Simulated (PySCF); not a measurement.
C₇H₉NO.
SMILES with atom numbers: `[N:1]#[C:2][C@@H:3]1[CH2:4][CH2:5][C@H:6]2[O:7][C@H:8]2[CH2:9]1` (hydrogens: H10 on C3; H11, H12 on C4; H13, H14 on C5; H15 on C6; H16 on C8; H17, H18 on C9)

The same species was optimised twice, with GFN2-xTB and with PBE0-D3(BJ)/def2-SVP (PySCF), and the same property calculations (PySCF, gas phase) were run on both structures.

```
  coordinate  GFN2-xTB  PBE0-D3(BJ)/def2-SVP  change
   C2–C3 (Å)     1.445                 1.465  +0.020
   N1≡C2 (Å)     1.143                 1.158  +0.015
   O7–C8 (Å)     1.403                 1.417  +0.014
   C6–O7 (Å)     1.400                 1.413  +0.013
   C5–C6 (Å)     1.511                 1.505  -0.006
   C8–C9 (Å)     1.516                 1.512  -0.004
   C6–C8 (Å)     1.466                 1.471  +0.005
   C4–C5 (Å)     1.527                 1.523  -0.004
   C3–C4 (Å)     1.535                 1.536  +0.001
   C3–C9 (Å)     1.539                 1.539   0.000
C5–C6–O7 (°)     118.3                 116.4    -1.9
O7–C8–C9 (°)     117.2                 115.8    -1.4
N1–C2–C3 (°)     179.8                 178.7    -1.1
C3–C4–C5 (°)     110.4                 111.2    +0.8
C4–C5–C6 (°)     111.3                 112.1    +0.8
C4–C3–C9 (°)     110.4                 111.1    +0.7
C2–C3–C9 (°)     110.0                 110.7    +0.7
C3–C9–C8 (°)     112.4                 113.1    +0.7
```

Rotational constants: A = 2872, B = 1448, C = 1317 MHz (GFN2-xTB) against A = 2891, B = 1415, C = 1282 MHz (PBE0-D3(BJ)/def2-SVP). Point groups within 0.08 Å: C1 and C1.

On the GFN2-xTB structure: HOMO (eV) -8.05 [PBE0/pcSseg-1]; LUMO (eV) 0.66 [PBE0/pcSseg-1]; dipole (D) 2.23 [PBE0/pcSseg-1]; GIAO shielding of N1 (ppm) -31.9 [PBE0/pcSseg-1]; GIAO shielding of C2 (ppm) 60.3 [PBE0/pcSseg-1]; GIAO shielding of C3 (ppm) 163.6 [PBE0/pcSseg-1]; GIAO shielding of C4 (ppm) 162.8 [PBE0/pcSseg-1]; GIAO shielding of C5 (ppm) 161.4 [PBE0/pcSseg-1]; GIAO shielding of C6 (ppm) 136.4 [PBE0/pcSseg-1]; GIAO shielding of O7 (ppm) 299.0 [PBE0/pcSseg-1]; GIAO shielding of C8 (ppm) 139.8 [PBE0/pcSseg-1].

Question: What do these properties become on the PBE0-D3(BJ)/def2-SVP structure?

Answer: 
| property | level | on GFN2-xTB | on PBE0-D3(BJ)/def2-SVP | change |
| --- | --- | --- | --- | --- |
| HOMO (eV) | PBE0/pcSseg-1 | -8.05 | -8.04 | +0.01 |
| LUMO (eV) | PBE0/pcSseg-1 | 0.66 | 0.59 | -0.07 |
| dipole (D) | PBE0/pcSseg-1 | 2.23 | 2.21 | -0.02 |
| energy, GFN2-xTB geometry as zero (kcal/mol) | PBE0/pcSseg-1 | 0.0 | -0.9 | -0.9 |
| GIAO shielding of N1 (ppm) | PBE0/pcSseg-1 | -31.9 | -38.5 | -6.6 |
| GIAO shielding of C2 (ppm) | PBE0/pcSseg-1 | 60.3 | 57.1 | -3.2 |
| GIAO shielding of C3 (ppm) | PBE0/pcSseg-1 | 163.6 | 161.0 | -2.6 |
| GIAO shielding of C4 (ppm) | PBE0/pcSseg-1 | 162.8 | 161.5 | -1.3 |
| GIAO shielding of C5 (ppm) | PBE0/pcSseg-1 | 161.4 | 161.0 | -0.4 |
| GIAO shielding of C6 (ppm) | PBE0/pcSseg-1 | 136.4 | 133.8 | -2.6 |
| GIAO shielding of O7 (ppm) | PBE0/pcSseg-1 | 299.0 | 292.0 | -7.0 |
| GIAO shielding of C8 (ppm) | PBE0/pcSseg-1 | 139.8 | 137.4 | -2.4 |

The heavy atoms differ by 0.040 Å rms after alignment. Among bonds between heavy atoms C2–C3 changes most (+0.020 Å). Changes are differences of the printed values. Neither structure is proved a minimum here.
